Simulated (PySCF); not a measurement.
## Correlation energy of Br⁷⁺ (bromine, charge +7)

Starting occupation: [Ar] 3d10. All numbers are calculated (PySCF 2.14, X2C-1e with screened-nucleus spin-orbit coupling, Gaussian nucleus, in x2c-TZVPPall-2c with one added diffuse shell each of s, p, d type (7s8p5d1f, 63 functions)). Frozen: 1s2; 26 electrons correlated.

MP2 pair energies summed by pair of shells (mhartree):

```
       pair  energy  share (%)
3d3/2-3d5/2  -38.31       14.2
3d5/2-3p3/2  -30.44       11.3
3d5/2-3d5/2  -27.22       10.1
3d3/2-3p3/2  -20.55        7.6
3d5/2-3p1/2  -15.60        5.8
2p1/2-2p3/2  -14.01        5.2
3p1/2-3p3/2  -13.25        4.9
3d5/2-3s1/2  -12.99        4.8
3p3/2-3p3/2  -11.52        4.3
2p3/2-2p3/2  -11.50        4.3
3d3/2-3d3/2  -11.39        4.2
3d3/2-3p1/2   -9.79        3.6
3p3/2-3s1/2   -8.86        3.3
3d3/2-3s1/2   -8.58        3.2
2p3/2-3p3/2   -5.16        1.9
3p1/2-3s1/2   -4.48        1.7
2p3/2-3p1/2   -3.48        1.3
2p1/2-3p3/2   -3.27        1.2
2p3/2-2s1/2   -2.56        0.9
3p1/2-3p1/2   -2.52        0.9
2p1/2-2p1/2   -2.51        0.9
3s1/2-3s1/2   -1.67        0.6
2s1/2-3p3/2   -1.45        0.5
2p1/2-2s1/2   -1.29        0.5
2p3/2-3d5/2   -1.20        0.4
2p1/2-3p1/2   -0.99        0.4
2p3/2-3s1/2   -0.95        0.4
2s1/2-3p1/2   -0.78        0.3
2s1/2-3d5/2   -0.70        0.3
2p3/2-3d3/2   -0.64        0.2
```

Total MP2 correlation energy: -270.31 mhartree.

```tsv
level	correlation energy (mhartree)
CCSD	-256.86
```

Diagnostics: T1 = 0.0022, largest double amplitude 0.005.

Question: Is a single reference adequate?

Answer: Yes: T1 lies below 0.03 and no double amplitude reaches 0.07.

This basis was not built for core-valence correlation, so the inner-shell part is incomplete.
